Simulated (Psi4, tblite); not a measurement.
Approach curve of the dimer HBr ··· BF3 (SMILES Br and FB(F)F). Monomers: optimised at B3LYP-D3(BJ) (def2-TZVP), held rigid. Orientation: lowest of the rigid-body minima from ten starts at GFN2-xTB. The monomers approach along the line of their centres of mass (distance R); nothing else relaxes.

- revPBE/def2-TZVP, counterpoise-corrected (Psi4)
- MP2/aug-cc-pVDZ = DF-MP2/aug-cc-pVDZ, frozen core, counterpoise-corrected run with Psi4
- GFN2-xTB (tblite)
- SAPT0/jun-cc-pVDZ, frozen core (Psi4)

Interaction energies in kJ/mol:

```json
[
 {"R / Å": "4.40", "revPBE/def2-TZVP": "20.60", "MP2/aug-cc-pVDZ": "14.79", "GFN2-xTB": "7.43"},
 {"R / Å": "4.56", "revPBE/def2-TZVP": "10.03", "MP2/aug-cc-pVDZ": "4.51", "GFN2-xTB": "-3.36"},
 {"R / Å": "4.76", "revPBE/def2-TZVP": "3.17", "MP2/aug-cc-pVDZ": "-1.39", "GFN2-xTB": "-8.81"},
 {"R / Å": "4.98", "revPBE/def2-TZVP": "-0.18", "MP2/aug-cc-pVDZ": "-3.50", "GFN2-xTB": "-10.07"},
 {"R / Å": "5.20", "revPBE/def2-TZVP": "-1.46", "MP2/aug-cc-pVDZ": "-3.71", "GFN2-xTB": "-9.41"},
 {"R / Å": "5.35", "revPBE/def2-TZVP": "-1.77", "MP2/aug-cc-pVDZ": "-3.45", "GFN2-xTB": "-8.58"},
 {"R / Å": "5.70", "revPBE/def2-TZVP": "-1.75", "MP2/aug-cc-pVDZ": "-2.56", "GFN2-xTB": "-6.58"},
 {"R / Å": "5.95", "revPBE/def2-TZVP": "-1.50", "MP2/aug-cc-pVDZ": "-2.00", "GFN2-xTB": "-5.38"},
 {"R / Å": "6.46", "revPBE/def2-TZVP": "-0.96", "MP2/aug-cc-pVDZ": "-1.21", "GFN2-xTB": "-3.59"},
 {"R / Å": "7.14", "revPBE/def2-TZVP": "-0.51", "MP2/aug-cc-pVDZ": "-0.67", "GFN2-xTB": "-2.17"},
 {"R / Å": "8.17", "revPBE/def2-TZVP": "-0.24", "MP2/aug-cc-pVDZ": "-0.31", "GFN2-xTB": "-1.12"},
 {"R / Å": "9.49", "revPBE/def2-TZVP": "-0.11", "MP2/aug-cc-pVDZ": "-0.14", "GFN2-xTB": "-0.55"}
]
```

Task: What does SAPT0/jun-cc-pVDZ give at the same points?

Result: 4.40: 11.75; 4.56: 2.37; 4.76: -2.85; 4.98: -4.48; 5.20: -4.41; 5.35: -4.03; 5.70: -3.02; 5.95: -2.40; 6.46: -1.50; 7.14: -0.85; 8.17: -0.41; 9.49: -0.19 (kJ/mol).
